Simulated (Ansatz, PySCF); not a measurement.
This Ansatz (a first-principles code) input computes a CAM-B3LYP/def2-TZVPD energy:

Ansatz 0.2 input:
```yaml
crystal:
  periodic: [false, false, false]
  atoms:
    - {symbol: Ge, position_ang: [-0.30163006, -0.26910692, -0.03797258]}
    - {symbol: O, position_ang: [-1.51466084, -1.35134318, -0.19068254]}
    - {symbol: Cl, position_ang: [-0.30317526, 1.74343749, -0.73241740]}
    - {symbol: Cl, position_ang: [1.58373106, -0.60095708, 0.89362816]}
basis:
  gaussian:
    orbitals: def2-TZVPD
hamiltonian:
  xc: {name: CAM-B3LYP}
output: {forces: true}
```

Problem. Write an input for the same energy in PySCF and say what it gives.

Solution. 
```python
from pyscf import gto, scf, dft

mol = gto.M(
    atom='''
    Ge   -0.30163006   -0.26910692   -0.03797258
    O    -1.51466084   -1.35134318   -0.19068254
    Cl   -0.30317526    1.74343749   -0.73241740
    Cl    1.58373106   -0.60095708    0.89362816
    ''',
    basis='def2-tzvpd',
    charge=0,
    spin=0,
    verbose=4,
)

mf = dft.RKS(mol, xc='camb3lyp').density_fit(auxbasis='def2-universal-jkfit')
mf.grids.level = 3
mf.conv_tol = 1e-9
mf.max_cycle = 100
mf.max_memory = 1500
mf.kernel()
if not mf.converged:
    mf = mf.newton()
    mf.kernel(mf.make_rdm1())
mf.analyze()
```
It gives -3072.86911 Eh, and Ansatz -3072.86905 Eh, a difference of 0.06 mEh, from the treatment of integrals and grids.
